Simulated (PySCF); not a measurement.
**A series of related molecules**

Method used: PySCF, TDA CAM-B3LYP/def2-SVP excited states, vertical, gas phase. Geometry: GFN2-xTB.

Each molecule in one low-energy conformer.

Scalar relativity is left out, which matters for the atoms heavier than Zn.

Task: How does the vertical S1–T1 gap change along this series?
- C[Se]C=C=CC=O (H replaced by SeCH3)
- CSC=C=CC=O (H replaced by SCH3)
- C#CC=C=CC=O (H replaced by ethynyl)
- NC=C=CC=O (H replaced by NH2)

Result: 
| molecule | S1 (eV) | S1 from | f(S1) | T1 (eV) | T1 from | S1 − T1 (eV) | S0–T1 spin-orbit coupling (cm⁻¹) | S1–T1 spin-orbit coupling (cm⁻¹) |
| --- | --- | --- | --- | --- | --- | --- | --- | --- |
| C[Se]C=C=CC=O | 3.37 | HOMO→LUMO | 0.000 | 2.97 | HOMO→LUMO | 0.41 | 398.75 | 6.85 |
| CSC=C=CC=O | 3.63 | HOMO→LUMO | 0.000 | 3.16 | HOMO→LUMO / HOMO−1→LUMO | 0.47 | 75.19 | 0.54 |
| C#CC=C=CC=O | 3.89 | HOMO→LUMO | 0.000 | 3.31 | HOMO→LUMO / HOMO−1→LUMO | 0.58 | 50.85 | 0.04 |
| NC=C=CC=O | 3.58 | HOMO→LUMO | 0.000 | 3.11 | HOMO→LUMO | 0.47 | 34.72 | 0.36 |

The vertical S1–T1 gap is lowest for C[Se]C=C=CC=O and highest for C#CC=C=CC=O.
